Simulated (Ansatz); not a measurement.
Compare A (`CCCCCC(C)(C)C`) with its isomer B (`CCCCCCCCC`).

Computed with Ansatz on PBE0-D4/def2-TZVP structures; ΔE is electronic, products minus reactants. CBS: MP2 limit from def2 TZ/QZ plus the TZ coupled-cluster correction, frozen cores. DFT in def2-TZVPP. B3LYP here is the variant with VWN-RPA as its local correlation; programs differ in this. Each species was taken in one conformer, which may not be the lowest.

A:

```xyz
29

C     3.287    0.073    0.209
C     2.484   -0.161    1.478
C     1.376    0.862    1.705
C     0.337    0.958    0.593
C    -0.412   -0.343    0.352
C    -1.532   -0.310   -0.699
C    -2.629    0.673   -0.297
C    -0.976    0.076   -2.067
C    -2.133   -1.710   -0.787
H     2.671   -0.039   -0.688
H     3.711    1.082    0.191
H     4.114   -0.636    0.127
H     3.158   -0.138    2.340
H     2.061   -1.171    1.461
H     1.833    1.849    1.844
H     0.867    0.627    2.647
H    -0.372    1.749    0.857
H     0.823    1.287   -0.331
H    -0.844   -0.682    1.303
H     0.300   -1.121    0.052
H    -3.459    0.632   -1.008
H    -3.025    0.435    0.694
H    -2.265    1.703   -0.277
H    -0.169   -0.599   -2.368
H    -1.758    0.021   -2.830
H    -0.583    1.095   -2.073
H    -2.547   -2.021    0.177
H    -1.377   -2.445   -1.080
H    -2.940   -1.746   -1.525
```

B:

```xyz
29

C    -3.022    0.113   -0.850
C    -2.580    1.249    0.058
C    -2.153    0.797    1.451
C    -1.002   -0.201    1.484
C     0.280    0.301    0.842
C     1.435   -0.681    0.979
C     2.721   -0.254    0.269
C     2.894   -0.808   -1.142
C     1.813   -0.411   -2.133
H    -3.389    0.491   -1.807
H    -2.203   -0.577   -1.065
H    -3.828   -0.467   -0.391
H    -3.400    1.966    0.163
H    -1.763    1.800   -0.419
H    -3.018    0.355    1.959
H    -1.874    1.680    2.038
H    -1.305   -1.135    0.997
H    -0.798   -0.466    2.528
H     0.105    0.521   -0.215
H     0.569    1.255    1.302
H     1.635   -0.824    2.046
H     1.122   -1.665    0.604
H     3.585   -0.574    0.860
H     2.770    0.842    0.239
H     3.868   -0.483   -1.526
H     2.944   -1.902   -1.085
H     2.041   -0.788   -3.133
H     0.837   -0.812   -1.850
H     1.717    0.677   -2.203
```

Which isomer does CCSD(T)/CBS put lower? Give the gap. (Best estimate.)

Ansatz gave: A, by 21.8 kJ/mol.

Give E(B) − E(A) in kJ/mol with PBE-D4, ωB97M-V, B2PLYP, B3LYP-D4, B3LYP, CCSD(T)/def2-TZVPP, CCSD/def2-TZVPP. (Best estimate.)

Ansatz gave: PBE-D4 16.1, ωB97M-V 20.0, B2PLYP 15.3, B3LYP-D4 16.0, B3LYP 8.1, CCSD(T)/def2-TZVPP 22.4, CCSD/def2-TZVPP 19.6. None reverses the order clearly.

Largest T1 diagnostic: 0.009.

The D4 term adds +7.9 kJ/mol with B3LYP and +4.2 kJ/mol with PBE0; it sums over pairs of atoms, weighted by their polarisabilities, and B3LYP, whose exchange is more repulsive, gets the larger term. In def2-TZVPP, CCSD(T) changes the Hartree–Fock value by +16.5 kJ/mol (the triples alone add +2.9 kJ/mol) and MP2 by +21.2 kJ/mol.
